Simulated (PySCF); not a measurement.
## Bonding in `F[C@@H]1C=C[C@@H](CCCl)[SiH2]1`

C6H10ClFSi.
Atom-mapped SMILES: `[F:1][C@@H:2]1[CH:3]=[CH:4][C@@H:5]([CH2:6][CH2:7][Cl:8])[SiH2:9]1` (hydrogens: H10 on C2; H11 on C3; H12 on C4; H13 on C5; H14, H15 on C6; H16, H17 on C7; H18, H19 on Si9)

Geometry (GFN2-xTB, Å), atoms numbered from 1 in this order:
```xyz
19
C6H10ClFSi angstrom
F      2.5724    1.0165    1.9148
C      1.3435    0.5133    1.4910
C      1.5455   -0.7637    0.7325
C      0.9889   -0.8844   -0.4613
C      0.1695    0.2475   -1.0161
C     -1.2860   -0.1777   -1.2565
C     -1.8977   -0.9593   -0.1072
Cl    -1.9337    0.0010    1.3890
Si     0.4908    1.6806    0.2219
H      0.7855    0.3317    2.4162
H      2.1568   -1.5319    1.1827
H      1.0854   -1.7838   -1.0548
H      0.5717    0.5152   -1.9990
H     -1.3353   -0.8313   -2.1335
H     -1.8915    0.7064   -1.4637
H     -2.9290   -1.2344   -0.3287
H     -1.3153   -1.8536    0.1144
H     -0.6501    2.4545    0.6900
H      1.5189    2.5628   -0.3392
```

Bond orders from the PBE0/pcSseg-1 density (PySCF). Geometry: GFN2-xTB, one conformer, isolated molecule.

(1) How far do the computed orders between heavy atoms stray from the drawn ones?

(2) Give the Mayer order of every bond, beside its length.

## Answers

(1) The largest departure is 0.178, at F1–C2 (drawn single, 0.822). Drawn single, order below 0.88: F1–C2 (0.822), C5–Si9 (0.854) and Si9–C2 (0.849).

(2) 
| bond | drawn as | length (Å) | Mayer order |
| --- | --- | --- | --- |
| F1–C2 | single | 1.394 | 0.822 |
| C2–C3 | single | 1.499 | 1.033 |
| C3–C4 | double | 1.323 | 1.864 |
| C4–C5 | single | 1.503 | 1.008 |
| C5–C6 | single | 1.535 | 1.012 |
| C6–C7 | single | 1.519 | 1.038 |
| C7–Cl8 | single | 1.778 | 0.963 |
| C5–Si9 | single | 1.921 | 0.854 |
| Si9–C2 | single | 1.924 | 0.849 |
| C2–H10 | single | 1.096 | 0.924 |
| C3–H11 | single | 1.080 | 0.962 |
| C4–H12 | single | 1.082 | 0.968 |
| C5–H13 | single | 1.095 | 0.932 |
| C6–H14 | single | 1.095 | 0.935 |
| C6–H15 | single | 1.091 | 0.947 |
| C7–H16 | single | 1.090 | 0.943 |
| C7–H17 | single | 1.090 | 0.924 |
| Si9–H18 | single | 1.456 | 0.949 |
| Si9–H19 | single | 1.466 | 0.962 |

By pair of heavy elements: C–C: lowest C4–C5 (1.008, 1.503 Å), highest C3–C4 (1.864, 1.323 Å); in 1 of the 10 pairs the longer bond (by over 0.003 Å) has the higher order (by 0.02 or more). C–Si: all 2 within 0.02 of one another (0.849 to 0.854).

Sum the orders of all bonds at each heavy atom with more than one neighbour and set the sums beside the valence in the SMILES.

C2 3.628 (drawn 4), C3 3.859 (drawn 4), C4 3.840 (drawn 4), C5 3.806 (drawn 4), C6 3.932 (drawn 4), C7 3.868 (drawn 4), Si9 3.614 (drawn 4). Orders between atoms that aren't bonded are not in these sums.

Mayer orders depend on the basis set.

The run behind these numbers computed NMR shieldings as well. The run took 52 s (grids of density and orbitals included) on Arm Neoverse V1, one thread, on a shared host, and the process peaked at 0.98 GiB of memory.
